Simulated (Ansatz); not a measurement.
**Molecular dynamics of H6N2OSi**

The input (input.yaml):

```yaml
crystal:
  periodic: [false, false, false]
  atoms:
    - { symbol: "N", position_ang: [-0.827312, 1.216988, -0.306016] }
    - { symbol: Si, position_ang: [0.50111, 0.107632, 0.090812] }
    - { symbol: "N", position_ang: [-0.322189, -1.17362, 0.998138] }
    - { symbol: O, position_ang: [1.247352, -0.293422, -1.389846] }
    - { symbol: H, position_ang: [-0.461849, 2.190805, -0.450638] }
    - { symbol: H, position_ang: [-1.449681, 1.311279, 0.534759] }
    - { symbol: H, position_ang: [1.596356, 0.56372, 0.928367] }
    - { symbol: H, position_ang: [-1.015834, -1.66339, 0.379789] }
    - { symbol: H, position_ang: [0.358893, -1.933195, 1.246681] }
    - { symbol: H, position_ang: [0.456354, -0.377997, -2.029145] }
basis:
  gaussian: { orbitals: STO-3G }
hamiltonian:
  xc: r2scan
  dispersion: d4
md:
  timestep: 0.5
  n_steps: 100
  ensemble: nvt_nose_hoover
  temperature: 1000.0
  initial_velocities: maxwell_boltzmann
  seed: 872683
  nose_hoover: { tau: 3.0, chain_length: 1 }
```

Run as:

```bash
$ ansatz run input.yaml --threads 1 --pin off --max-ram 2048MiB --backend cpu --events-out ev --progress --plain --runs-dir out
```

It starts from a relaxed structure.

Output, in part (step lines, the closing report, with atoms numbered from 0):

```
md step     0: t =     0.00 fs  T =  1000.0 K  F+E_penalty+E_count = -12840.90991878 eV  E_kin = 1.034080 eV  conserved = -12839.87583879 eV  (22 SCF iters)
[... lines left out ...]
Total energy: -12839.83405404 eV, -471.8551983339 hartree
Atom 0 at    -0.723964     1.540538    -0.223879 Å, force     0.285832    -1.206953     0.992590 eV/Å
Atom 1 at     0.439547     0.162575     0.131785 Å, force     0.337675     0.006561    -0.174786 eV/Å
Atom 2 at    -0.067491    -1.494431     0.866177 Å, force    -2.413234     2.826112     2.428793 eV/Å
Atom 3 at     1.058629    -0.364075    -1.423116 Å, force     1.393674    -1.457585     1.882924 eV/Å
Atom 4 at    -0.522625     1.985206    -1.191553 Å, force    -1.111423    -1.234521     1.007950 eV/Å
Atom 5 at    -1.728605     1.131649    -0.100555 Å, force     1.373538     1.100226    -1.361777 eV/Å
Atom 6 at     1.449850     0.646892     1.143346 Å, force    -0.687678    -0.271138    -0.966876 eV/Å
Atom 7 at    -0.812838    -1.813433     0.179288 Å, force    -0.257090    -0.276465    -0.385597 eV/Å
Atom 8 at    -0.821899    -1.115455     1.696876 Å, force     2.360619    -1.327448    -2.217087 eV/Å
Atom 9 at     1.655679    -1.191128    -1.038782 Å, force    -1.281914     1.841212    -1.206133 eV/Å
Dipole moment:    -0.292259    -0.053903    -0.098642 e Å
```

The steps, from the saved trajectory:

```json
{"time (fs)": "0.0", "T (K)": "1000", "potential energy less start (eV)": "0.000", "conserved less start (meV/atom)": "0.00"}
{"time (fs)": "1.5", "T (K)": "743", "potential energy less start (eV)": "0.285", "conserved less start (meV/atom)": "0.79"}
{"time (fs)": "3.0", "T (K)": "759", "potential energy less start (eV)": "0.358", "conserved less start (meV/atom)": "0.46"}
{"time (fs)": "4.5", "T (K)": "893", "potential energy less start (eV)": "0.434", "conserved less start (meV/atom)": "0.48"}
{"time (fs)": "6.0", "T (K)": "841", "potential energy less start (eV)": "0.766", "conserved less start (meV/atom)": "1.11"}
{"time (fs)": "7.5", "T (K)": "1237", "potential energy less start (eV)": "0.728", "conserved less start (meV/atom)": "1.00"}
{"time (fs)": "9.0", "T (K)": "1816", "potential energy less start (eV)": "0.488", "conserved less start (meV/atom)": "0.33"}
{"time (fs)": "10.5", "T (K)": "1283", "potential energy less start (eV)": "0.865", "conserved less start (meV/atom)": "1.04"}
{"time (fs)": "12.0", "T (K)": "940", "potential energy less start (eV)": "0.927", "conserved less start (meV/atom)": "0.93"}
{"time (fs)": "13.5", "T (K)": "876", "potential energy less start (eV)": "0.738", "conserved less start (meV/atom)": "0.31"}
{"time (fs)": "15.0", "T (K)": "586", "potential energy less start (eV)": "0.907", "conserved less start (meV/atom)": "0.92"}
{"time (fs)": "16.5", "T (K)": "722", "potential energy less start (eV)": "0.771", "conserved less start (meV/atom)": "0.71"}
{"time (fs)": "18.0", "T (K)": "1070", "potential energy less start (eV)": "0.535", "conserved less start (meV/atom)": "0.24"}
{"time (fs)": "19.5", "T (K)": "971", "potential energy less start (eV)": "0.777", "conserved less start (meV/atom)": "0.80"}
{"time (fs)": "21.0", "T (K)": "1027", "potential energy less start (eV)": "0.846", "conserved less start (meV/atom)": "0.83"}
{"time (fs)": "22.5", "T (K)": "1263", "potential energy less start (eV)": "0.726", "conserved less start (meV/atom)": "0.48"}
{"time (fs)": "24.0", "T (K)": "1088", "potential energy less start (eV)": "0.912", "conserved less start (meV/atom)": "1.17"}
{"time (fs)": "25.5", "T (K)": "1168", "potential energy less start (eV)": "0.754", "conserved less start (meV/atom)": "0.84"}
{"time (fs)": "27.0", "T (K)": "1174", "potential energy less start (eV)": "0.567", "conserved less start (meV/atom)": "0.43"}
{"time (fs)": "28.5", "T (K)": "743", "potential energy less start (eV)": "0.801", "conserved less start (meV/atom)": "0.57"}
{"time (fs)": "30.0", "T (K)": "509", "potential energy less start (eV)": "0.989", "conserved less start (meV/atom)": "0.82"}
{"time (fs)": "31.5", "T (K)": "642", "potential energy less start (eV)": "0.934", "conserved less start (meV/atom)": "0.37"}
{"time (fs)": "33.0", "T (K)": "613", "potential energy less start (eV)": "1.181", "conserved less start (meV/atom)": "1.05"}
{"time (fs)": "34.5", "T (K)": "962", "potential energy less start (eV)": "1.211", "conserved less start (meV/atom)": "1.17"}
{"time (fs)": "36.0", "T (K)": "1960", "potential energy less start (eV)": "0.882", "conserved less start (meV/atom)": "0.85"}
{"time (fs)": "37.5", "T (K)": "2089", "potential energy less start (eV)": "0.852", "conserved less start (meV/atom)": "0.56"}
{"time (fs)": "39.0", "T (K)": "1184", "potential energy less start (eV)": "1.089", "conserved less start (meV/atom)": "1.26"}
{"time (fs)": "40.5", "T (K)": "780", "potential energy less start (eV)": "0.926", "conserved less start (meV/atom)": "0.28"}
{"time (fs)": "42.0", "T (K)": "420", "potential energy less start (eV)": "1.022", "conserved less start (meV/atom)": "0.51"}
{"time (fs)": "43.5", "T (K)": "334", "potential energy less start (eV)": "1.044", "conserved less start (meV/atom)": "0.46"}
{"time (fs)": "45.0", "T (K)": "478", "potential energy less start (eV)": "0.957", "conserved less start (meV/atom)": "0.36"}
{"time (fs)": "46.5", "T (K)": "719", "potential energy less start (eV)": "0.965", "conserved less start (meV/atom)": "0.42"}
{"time (fs)": "48.0", "T (K)": "1123", "potential energy less start (eV)": "1.044", "conserved less start (meV/atom)": "0.98"}
{"time (fs)": "49.5", "T (K)": "1865", "potential energy less start (eV)": "0.980", "conserved less start (meV/atom)": "0.68"}
```

All steps were run. The conserved energy stayed within 1.6 meV per atom of its start (net change 1.1 meV per atom), so the integration is sound. A run of 0.05 ps of so small a system gives no equilibrium averages. Limits of this set-up: minimal basis.

The same pairs are bonded in the first frame and the last. Pairs count as bonded within 1.25 times the sum of covalent radii (0.12 Å more for H–H).

Last frame:

```xyz
10
Properties=species:S:1:pos:R:3
N -0.724 1.540 -0.224
Si 0.440 0.163 0.132
N -0.068 -1.494 0.866
O 1.059 -0.364 -1.423
H -0.523 1.985 -1.192
H -1.729 1.132 -0.101
H 1.450 0.647 1.143
H -0.813 -1.813 0.179
H -0.822 -1.115 1.697
H 1.656 -1.191 -1.039
```

Run time: 4.4 min on 1 thread of Arm Neoverse V1, on a shared host, peak memory 0.11 GiB.
